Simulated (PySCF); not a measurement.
Run times: palladium in x2c-SVPall

Measured wall times of calculations with PySCF 2.14 in x2c-SVPall, with the spin-free X2C one-electron Hamiltonian (Gaussian nucleus), run from one Python driver. Hardware: 1 thread of Neoverse-V1 on a shared host, 1.3 GiB allowed. The two-electron integrals over 53 functions were computed once and kept in memory (0.58 CPU seconds with the set-up); the times below exclude them. Kohn-Sham runs start from converged Hartree-Fock orbitals.

Launch command (the driver calls PySCF for each step listed in the task file):

```bash
OMP_NUM_THREADS=1 python atomrun2.py TASK.json OUT
```

| species | step | iterations | wall time (s) |
| --- | --- | --- | --- |
| Pd [Kr] 4d10 | UHF | 1 | 0.18 |
| Pd [Kr] 4d10 | MN15 | 7 | 2.7 |
| Pd [Kr] 4d10 | PBE0 | 6 | 1.2 |
| Pd [Kr] 4d10 | MP2 (10 electrons) |  | 0.05 |
| Pd⁺ [Kr] 4d9 | UHF | 9 | 0.3 |
| Pd⁺ [Kr] 4d9 | PBE0 | 8 | 1.6 |
| Pd⁺ [Kr] 4d9 | MP2 (9 electrons) |  | 0.05 |

Task: Roughly how long does MN15 take for Pd⁺ [Kr] 4d9 here?

Result: About 3.3 s.

Peak memory of the process: 0.23 GiB. Times on a shared host vary from run to run.
